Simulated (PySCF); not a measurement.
Q: Write a Z-matrix for `[SiH3]O[Si@@H](Cl)CCl` as optimised with PBE0-D3(BJ)/def2-SVP.

A: 
Z-matrix in Å and degrees, rows numbered from 1:
```
Si
O   1  1.6674
Si  2  1.6363  1  145.37
Cl  3  2.0644  2  109.46  1  -116.40
C   3  1.8791  2  109.97  1     0.17
Cl  5  1.7932  3  108.22  2    55.09
H   1  1.4890  2  107.58  3   153.59
H   1  1.4890  2  109.85  3   -86.87
H   1  1.4929  2  109.93  3    34.39
H   3  1.4807  2  110.17  1   124.32
H   5  1.0998  3  112.10  2   174.59
H   5  1.0999  3  111.51  2   -63.80
```

Of the pairs four or more bonds apart, Si1···Cl6 is among the closest relative to their van der Waals radii: 3.65 Å, 95 % of the sum of Bondi's values. Si1 (oxygen-bound silicon) is tetrahedral (angles from 107.6° to 110.1°). O2 (siloxane oxygen) is bent (angle 145.4°). The O–Si distances run from 1.636 Å (O2–Si3, drawn single) to 1.667 Å (Si1–O2, drawn single), a spread of 0.031 Å.

Theory: PySCF 2.14.0, PBE0-D3(BJ)/def2-SVP geometry optimisation, gas phase.

Point group: C1 (no symmetry element, even within 0.4 Å). No frequency check. The numbers are those of one conformer (Si1–O2–Si3–Cl4 -116°, O2–Si3–C5–Cl6 55°).
